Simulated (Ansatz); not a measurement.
Species: B2O2, charge 0, singlet. B2O2 (oxo(oxoboranyl)borane, SMILES O=BB=O).
B3LYP-D3(BJ)/def2-TZVP minimum from Ansatz (a first-principles code):
```xyz
4

O      0.0000     0.0000    -2.0159
B      0.0000     0.0000    -0.8179
B      0.0000     0.0000     0.8179
O      0.0000     0.0000     2.0159
```

Total energies in hartree (Ansatz). Radicals and triplets start from unrestricted determinants; spin-orbit coupling is neglected. Correlated methods leave the cores frozen. No relativity. Where a partner has so few electrons that a lower coupled-cluster level is exact, that level stands in.

| species | HF/cc-pVTZ | CCSD(T)/cc-pVTZ | HF/cc-pVQZ | CCSD(T)/cc-pVQZ | CCSDT(Q)/cc-pVTZ |
|---|---|---|---|---|---|
| 1: B2O2 (SMILES B(=O)B=O) | -199.25524 | -199.92451 | -199.26974 | -199.98300 | -199.92713 |
| 2: O (triplet) | -74.81176 | -74.97396 | -74.81729 | -74.99357 | -74.97430 |
| 3: B (doublet) | -24.53207 | -24.59810 | -24.53297 | -24.60084 | -24.59852 |

Task: Work out the atomisation energy (electronic, to ground-state atoms) in kcal/mol: take Hartree-Fock from cc-pVQZ, extrapolate the CCSD(T) correlation energy as X^-3 (X = 3, 4), and add CCSDT(Q) - CCSD(T) in cc-pVTZ. 1 hartree = 627.51 kcal/mol.

Result: 
Species 1: correlation (64·(-0.71326) - 27·(-0.66927))/37 = -0.74536; step -0.00262; E1 = -199.26974 + (-0.74536) + (-0.00262) = -200.01772
Species 2: correlation (64·(-0.17628) - 27·(-0.16220))/37 = -0.18655; step -0.00034; E2 = -74.81729 + (-0.18655) + (-0.00034) = -75.00418
Species 3: correlation (64·(-0.06787) - 27·(-0.06603))/37 = -0.06921; step -0.00042; E3 = -24.53297 + (-0.06921) + (-0.00042) = -24.60260
-1·E1 +2·E2 +2·E3 = 0.80416 hartree = 504.6 kcal/mol.
